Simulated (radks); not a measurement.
The oxygen anion O2-, [Ne], held by a Watson sphere: a shell of charge +2.06 at radius R that stands for the Madelung well of a crystal (potential energy -2.06/R inside, -2.06/r outside, in hartree with lengths in bohr). Method: non-relativistic Kohn-Sham, LDA (Slater exchange, Perdew-Wang correlation), spin-polarised, spherical densities, point nucleus; computed with a radial shooting solver on a logarithmic mesh with Libxc functionals. Response by self-consistent Sternheimer equations with the Hartree and adiabatic LDA kernel. The sphere does not respond.

\begin{tabular}{lrrrrrrr}
R (bohr) & e(1s) (eV) & e(2s) (eV) & e(2p) (eV) & <r> 2p (bohr) & sum of <r^2> (bohr^2) & X-ray form factor at sin(theta)/lambda = 0.2 1/angstrom & alpha (bohr^3) \\ \hline
2.04 & -504.75 & -22.322 & -8.355 & 1.494 & 21.81 & 6.079 & 14.60 \\
2.24 & -504.63 & -21.459 & -7.636 & 1.540 & 23.20 & 5.987 & 17.77 \\
2.34 & -504.54 & -21.068 & -7.302 & 1.562 & 23.89 & 5.947 & 19.59 \\
2.35 & -504.53 & -21.031 & -7.269 & 1.564 & 23.96 & 5.943 & 19.78 \\
2.38 & -504.51 & -20.919 & -7.172 & 1.570 & 24.17 & 5.932 & 20.36 \\
2.44 & -504.45 & -20.703 & -6.983 & 1.583 & 24.59 & 5.912 & 21.56 \\
3.36 & -503.41 & -18.283 & -4.711 & 1.762 & 31.16 & 5.722 & 50.20 \\
3.83 & -502.93 & -17.506 & -3.916 & 1.844 & 34.80 & 5.686 & 75.46 \\
\end{tabular}
